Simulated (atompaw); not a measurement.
**What one change does to a pseudopotential (strontium (Sr), PAW (atompaw))**

```json
{
  "Element": "Sr",
  "Generator": "atompaw 4.2.0.5",
  "Type": "PAW",
  "Functional": "LDA (PW92)",
  "Relativity": "scalar-relativistic",
  "Frozen core": "[Ar] 3d10",
  "Valence charge": "10",
  "Reference configuration": "4s2 4p6 4d1 5s1 5p0",
  "Partial waves": "4s (bound): rc 1.50 bohr; 5s (bound): rc 2.25 bohr; 4p (bound): rc 2.50 bohr; 5p (bound, empty): rc 2.60 bohr; 4d (bound): rc 2.55 bohr; 4d channel at 1.15 Ry: rc 2.60 bohr",
  "Local potential": "troulliermartins scheme with l = 3 at 0.5 Ry, radius 2.30 bohr",
  "Core correction": "smooth core density matched at 2.00 bohr",
  "Augmentation charge": "besselshape compensation charge, radius 2.10 bohr; PAW radius 2.60 bohr; waves and projectors: custom polynom2 7 10 vanderbiltortho"
}
```

All-electron outer shells of the reference configuration (LDA (PW92), scalar-relativistic, ld1.x):

```csv
shell,level (eV),outermost node (bohr),outermost maximum (bohr)
3p,-254.71,0.19,0.43
3d,-127.19,–,0.38
4s,-39.91,0.59,1.19
4p,-21.93,0.61,1.33
5s,-3.41,1.66,3.67
5p,-1.26,1.98,5.08
4d,-1.00,0.65,2.28
```

Change: reference 4s2 4p6 4d0 5s1 5p1.

Cutoffs: the cutoffs (Ry, on a coarse ladder) from which the occupation-weighted sum of valence levels, in a spherical-Bessel basis at the reference potential, stays within 10 and 1 mRy of its value at 400 Ry; they do not see the model core or the augmentation charge, which bear on the density cutoff.

**Question.** What does the change do?

**Answer.** The potential gets softer (30 Ry and 60 Ry → 25 Ry and 60 Ry); neither file shows a bound ghost.

```csv
quantity,base,changed
"cutoff, loose",30 Ry,25 Ry
"cutoff, tight",60 Ry,60 Ry
bound ghosts,none,none
s: phases at 2.62 bohr within 0.05 rad from the reference energy up to (Ry; the scan ends near 5),4.1,4.0
p: phases at 2.62 bohr within 0.05 rad from the reference energy up to (Ry; the scan ends near 5),1.2,1.1
d: phases at 2.62 bohr within 0.05 rad from the reference energy up to (Ry; the scan ends near 5),2.9,2.8
lowest overlap eigenvalue by channel,"s 0.70, p 0.77, d 0.84","s 0.70, p 0.76, d 0.84"
```

 The cutoffs see the waves, projectors and local potential, not the compensation charge or the core.
